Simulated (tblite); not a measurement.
C₄H₁₁Si (charge -1).
Geometry (GFN2-xTB, Å), atoms numbered from 1 in this order:
```
atom  x, y, z in Å
C1    -2.0820    0.3464    0.5832
C2    -1.0811    0.1146   -0.5396
C3    -0.0972   -0.9904   -0.1977
Si4    1.0306   -0.5304    1.2827
C5     2.2103    0.7446    0.4796
H6    -2.7278    1.2026    0.3754
H7    -2.7074   -0.5362    0.7186
H8    -1.5246    0.5135    1.5042
H9    -0.5237    1.0414   -0.7143
H10   -1.6287   -0.1110   -1.4712
H11    0.4821   -1.2218   -1.1067
H12   -0.6590   -1.9011    0.0491
H13    1.9128   -1.7358    1.3133
H14    1.7104    1.7022    0.3160
H15    2.6272    0.4309   -0.4860
H16    3.0505    0.9395    1.1494
```

Computed values, GFN2-xTB/tblite, gas phase, harmonic and unscaled. This tight-binding method is rough: wavenumbers can miss measured ones by several per cent, in bad cases by 10 to 20. Modes of hydrogen on silicon can be 10 to 20 % off. One conformer, not necessarily the lowest.

Harmonic wavenumbers (cm⁻¹): 52.3, 130.7, 154.6, 188.2, 215.2, 289.1, 395.5, 613.6, 637.3, 685.5, 723.8, 765.4, 817.0, 841.2, 853.7, 946.0, 1028.7, 1055.7, 1130.8, 1229.5, 1256.4, 1319.1, 1357.4, 1385.3, 1389.3, 1490.8, 1509.8, 1515.6, 1530.8, 1544.3, 1565.3, 1811.5, 2799.2, 2814.0, 2860.3, 2889.6, 2930.8, 2944.0, 2958.9, 2965.5, 2986.8, 2995.7.

A = 6299, B = 2107, C = 2035 MHz; mass 87.063 u (most abundant isotopes); point group C1, symmetry number 1.

Task: Zero-point energy?

Result: Half the sum of the wavenumbers: 29787 cm⁻¹ = 356.33 kJ/mol.

Task: What is S at 400 K and 1 bar for an ideal gas of classical rigid rotors and harmonic oscillators?

Result: Translation 170.67, rotation 116.12, vibration 113.37: S = 400.2 J/(mol K).

Task: And Cp and H(400 K) − H(0)?

Result: Cp = 154.98 J/(mol K), of which vibrations give 121.72 (their classical limit is 42 R = 349.2); H(400 K) − H(0) = 37.30 kJ/mol without the zero-point energy, 23.99 from vibrations.

Task: How do the functions run with temperature in this model?

Result: 
```csv
T (K),S (J/(mol K)),Cp (J/(mol K)),H − H(0) (kJ/mol),G − H(0) (kJ/mol),ln q(vib)
100,263.6,65.2,4.75,-21.62,1.05
200,317.2,92.3,12.62,-50.81,2.83
300,360.3,123.3,23.37,-84.73,4.62
500,437.9,183.7,54.26,-164.69,8.23
800,539.4,248.4,119.81,-311.71,13.60
1000,598.2,277.8,172.57,-425.58,17.03
```

q(vib) and H(0) count from the zero-point level.

Task: Blend soft modes into free rotors: weight 1/[1 + (100 cm⁻¹/ν̃)⁴] for the oscillator and the rest for a rotor with moment μB/(μ + B), μ = h/(8π²ν), B = 10⁻⁴⁴ kg m². What vibrational entropy results?

Result: 106.40 J/(mol K) in place of 113.37, which changes −T·S at 400 K by +2.79 kJ/mol.

Task: What must be added to the electronic energy to get the Gibbs energy at 400 K and 1 bar?

Result: ZPE + [H(400 K) − H(0)] − T·S = 356.33 + 37.30 − 160.06 = 233.57 kJ/mol.

Task: Which modes carry the vibrational entropy at 400 K?

Result: 52.3 cm⁻¹: 22.22; 130.7 cm⁻¹: 14.67; 154.6 cm⁻¹: 13.30; 188.2 cm⁻¹: 11.72; 215.2 cm⁻¹: 10.65; 289.1 cm⁻¹: 8.35 J/(mol K); the other 36 give 32.47 together.

Hindered rotation and anharmonicity are outside this model. Other conformers, if any are populated, would add a mixing term that is left out. The structure is chiral; the term R ln 2 for an equal mix with its mirror image is left out.

Hardware: an Arm Neoverse N1 with one thread, on a shared host. The figure is for the frequency step alone.
